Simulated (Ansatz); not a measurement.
Steps of a relaxation of CH4OSSn, SMILES `C[S][Sn][OH]` with RKS PBE0-D4/def2-TZVP.

```sh
$ ansatz run in.yaml --threads 4 --pin off --events-out ev --progress --plain --max-ram 10444MiB
```

```yaml
crystal:
  periodic: [false, false, false]
  atoms:
    - {symbol: C, position_ang: [-0.392058, 0.799354, 0.591705]}
    - {symbol: S, position_ang: [-1.563629, 0.198995, -0.684270]}
    - {symbol: Sn, position_ang: [-0.286879, -1.631434, -1.804076]}
    - {symbol: O, position_ang: [1.419477, -1.482625, -0.714822]}
    - {symbol: H, position_ang: [-0.072109, -0.015623, 1.273142]}
    - {symbol: H, position_ang: [-0.920119, 1.562456, 1.196253]}
    - {symbol: H, position_ang: [0.499126, 1.278130, 0.136787]}
    - {symbol: H, position_ang: [1.408391, -0.766254, -0.050518]}
basis:
  gaussian: {orbitals: def2-TZVP}
hamiltonian: {xc: pbe0, dispersion: d4}
relax: {f_tol: 0.005, max_steps: 150}
```

Positions (Å) and forces (eV/Å) along the path, 8 of 8 steps:

```xyz
8
step=1 energy=-19812.4574 eV
C    -0.392    0.799    0.592    0.128    0.145    0.223
S    -1.564    0.199   -0.684    0.596   -0.268    0.069
Sn   -0.287   -1.631   -1.804    0.435    0.446    0.685
O     1.419   -1.483   -0.715   -0.724    0.495    0.050
H    -0.072   -0.016    1.273   -0.218    0.418   -0.366
H    -0.920    1.562    1.196    0.253   -0.400   -0.326
H     0.499    1.278    0.137   -0.497   -0.253    0.199
H     1.408   -0.766   -0.051    0.027   -0.583   -0.532
8
step=2 energy=-19812.5154 eV
C    -0.393    0.809    0.615    0.003   -0.013    0.049
S    -1.496    0.151   -0.681   -0.070    0.301    0.280
Sn   -0.287   -1.617   -1.795    0.155   -0.188   -0.090
O     1.399   -1.498   -0.757   -0.021    0.201    0.134
H    -0.106    0.030    1.333   -0.064    0.145   -0.172
H    -0.948    1.583    1.158    0.098   -0.163   -0.145
H     0.501    1.268    0.179   -0.151   -0.074    0.074
H     1.421   -0.783   -0.109    0.050   -0.209   -0.130
8
step=3 energy=-19812.5216 eV
C    -0.400    0.815    0.606   -0.049    0.017   -0.017
S    -1.527    0.173   -0.670    0.071    0.075    0.144
Sn   -0.283   -1.598   -1.778    0.011   -0.131   -0.157
O     1.423   -1.493   -0.777   -0.076    0.238    0.258
H    -0.094    0.029    1.301   -0.027    0.054   -0.041
H    -0.947    1.574    1.168    0.041   -0.047   -0.024
H     0.477    1.284    0.157   -0.038   -0.030    0.026
H     1.444   -0.841   -0.064    0.067   -0.175   -0.188
8
step=4 energy=-19812.4973 eV rejected
C    -0.429    0.835    0.609    0.293   -0.043    0.308
S    -1.534    0.144   -0.632   -0.160    0.035   -0.203
Sn   -0.265   -1.559   -1.832   -0.067   -0.025    0.066
O     1.388   -1.556   -0.752   -0.021   -0.770   -0.819
H    -0.102    0.072    1.319   -0.018    0.004   -0.024
H    -0.967    1.598    1.170   -0.082    0.003   -0.056
H     0.449    1.306    0.164   -0.022    0.003   -0.068
H     1.552   -0.897   -0.102    0.077    0.793    0.797
8
step=5 energy=-19812.5250 eV
C    -0.408    0.814    0.612    0.023   -0.014    0.034
S    -1.529    0.170   -0.659    0.042   -0.031   -0.027
Sn   -0.282   -1.601   -1.795    0.006    0.019    0.048
O     1.411   -1.509   -0.766   -0.028    0.161    0.092
H    -0.122    0.036    1.323   -0.007    0.021   -0.027
H    -0.945    1.591    1.157    0.012   -0.008   -0.016
H     0.483    1.261    0.168   -0.022   -0.006    0.010
H     1.483   -0.820   -0.095   -0.025   -0.141   -0.113
8
step=6 energy=-19812.5262 eV
C    -0.404    0.812    0.612   -0.001   -0.006   -0.009
S    -1.525    0.165   -0.659    0.008   -0.002    0.005
Sn   -0.282   -1.603   -1.794    0.000    0.004    0.004
O     1.413   -1.491   -0.775   -0.011    0.000   -0.009
H    -0.120    0.037    1.324   -0.002   -0.002    0.002
H    -0.942    1.591    1.153    0.002   -0.004   -0.004
H     0.486    1.257    0.167    0.001    0.002   -0.001
H     1.466   -0.826   -0.084    0.002    0.008    0.012
8
step=7 energy=-19812.5263 eV
C    -0.403    0.810    0.611    0.003   -0.009   -0.006
S    -1.528    0.162   -0.656    0.004    0.001    0.003
Sn   -0.281   -1.600   -1.795   -0.002    0.003    0.001
O     1.412   -1.483   -0.775    0.000    0.003    0.002
H    -0.122    0.035    1.326    0.000    0.002   -0.001
H    -0.936    1.593    1.149   -0.004    0.004    0.001
H     0.489    1.249    0.163    0.000   -0.002    0.000
H     1.461   -0.823   -0.079    0.000   -0.001   -0.001
8
step=8 energy=-19812.5263 eV
C    -0.403    0.808    0.611   -0.003    0.003    0.001
S    -1.529    0.161   -0.655    0.000   -0.001    0.000
Sn   -0.281   -1.599   -1.796    0.000    0.000    0.000
O     1.412   -1.480   -0.776    0.000    0.000    0.000
H    -0.123    0.035    1.328    0.000   -0.001    0.001
H    -0.935    1.594    1.147    0.002   -0.002   -0.001
H     0.490    1.245    0.163    0.001    0.000    0.000
H     1.460   -0.822   -0.078    0.000    0.000    0.000
```

Run time 24 s (4 threads of an Intel Xeon Platinum 8259CL on a shared host); peak host memory 0.45 GiB.
